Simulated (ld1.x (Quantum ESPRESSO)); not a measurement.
## Au (Z = 79): one change to a TM semilocal potential, before and after

ld1.x (Quantum ESPRESSO) 7.5 input, shortened:

```
&input
   title='Au', zed=79., rel=1, dft='PZ', iswitch=3,
   config='[Xe] 4f14 5d10 5f-2 6s0.5 6p0'
 /
 &inputp
   pseudotype=1, tm=.true., lloc=2,
   nlcc=.true.
 /
4
6S  1  0   0.50   0.00  1.80  1.80  0.0
5P  2  1   6.00   0.00  1.20  1.20  0.0
5F  4  3  -2.00   0.05  1.60  1.60  0.0
5D  3  2  10.00   0.00  1.40  1.40  0.0
 &test
   configts(1)='5p6 5d10 6s0.5 6p0'
 /
```

Change: wave 5p (bound): rc 1.20 bohr becomes 5p (bound): rc 1.36 bohr.

Cutoffs: the cutoffs (Ry, on a coarse ladder) from which the occupation-weighted sum of valence levels, in a spherical-Bessel basis at the reference potential, stays within 10 and 1 mRy of its value at 400 Ry; they do not see the model core or the augmentation charge, which bear on the density cutoff. Errors are all-electron minus pseudo energies relative to the spin-unpolarised reference configuration.

Problem. What does the change do?

Solution. The potential gets softer (140 Ry and 200 Ry → 100 Ry and 140 Ry); of the 9 tests that both files solve, the error grows in 1 and shrinks in 0 by more than 15 % and 0.3 meV (median size 3.6 → 3.5 meV); neither file shows a bound ghost. A larger radius leaves more room for a smooth pseudo-wave, so fewer plane waves are needed. A semilocal file is local in each channel, so a ghost entry of none says nothing of the separable form that plane-wave codes build from it.

| quantity | base | changed |
| --- | --- | --- |
| cutoff, loose | 140 Ry | 100 Ry |
| cutoff, tight | 200 Ry | 140 Ry |
| loose cutoff by channel (10 mRy a level) | s 21 Ry, p 70 Ry, d 35 Ry | s 21 Ry, p 55 Ry, d 35 Ry |
| bound ghosts | none | none |
| error for 5p6 5d10 6s1 6p0, meV [ΔE -3.95 eV] | +0.5 | +0.6 |
| error for 5p6 5d10 6s0 6p0, meV [ΔE 5.83 eV] | -3.6 | -3.5 |
| error for 5p6 5d9 6s0 6p0, meV [ΔE 27.33 eV] | -3.9 | -3.9 |
| error for 5p5 5d10 6s1 6p0, meV [ΔE 62.45 eV] | -115 | -127 |
| error for 5p6 5d9 6s1 6p0, meV [ΔE 8.43 eV] | +0.9 | +1.2 |
| error for 5p6 5d10 6s0 6p1, meV [ΔE 1.45 eV] | +25 | +56 |
| error for 5p6 5d9 6s2 6p0, meV [ΔE -2.35 eV] | -12 | -12 |
| error for 5p6 5d10 6s0.5 6p0 (spin-polarised), meV [ΔE -0.04 eV] | -0.1 | -0.1 |
| error for 5p6 5d10 6s1 6p0 (spin-polarised), meV [ΔE -4.08 eV] | +0.7 | +0.7 |
| s: phases at 1.94 bohr within 0.05 rad from the reference energy up to (Ry; the scan ends near 5) | 0.1 | 0.1 |
| p: phases at 1.94 bohr within 0.05 rad from the reference energy up to (Ry; the scan ends near 5) | 1.5 | 0.9 |
| d: phases at 1.94 bohr within 0.05 rad from the reference energy up to (Ry; the scan ends near 5) | to the end of the scan | to the end of the scan |
| f: phases at 1.94 bohr within 0.05 rad from the reference energy up to (Ry; the scan ends near 5) | 2.5 | 2.5 |
